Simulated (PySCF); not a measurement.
## Electron correlation in Al⁺ (aluminium, charge +1)

[Ne] 3s1 3p1, high-spin 3P determinant (an excited configuration). All numbers are calculated (PySCF 2.14, scalar relativity by spin-free X2C-1e, in x2c-QZVPPall). Frozen: 1s2; 10 electrons correlated.

```json
{"level": "CCSD", "correlation energy (mhartree)": "-169.98"}
{"level": "(T)", "correlation energy (mhartree)": "-1.32"}
{"level": "CCSD(T)", "correlation energy (mhartree)": "-171.30"}
```

Diagnostics: T1 = 0.0048, D1 = 0.0158, largest double amplitude 0.040.

Question: Is a single reference adequate?

Answer: Yes: T1 lies below 0.03 and no double amplitude reaches 0.07.

The basis was made for the ground configuration and has no added diffuse functions, which can raise the energy of the promoted electron.

This basis was not built for core-valence correlation, so the inner-shell part is incomplete.
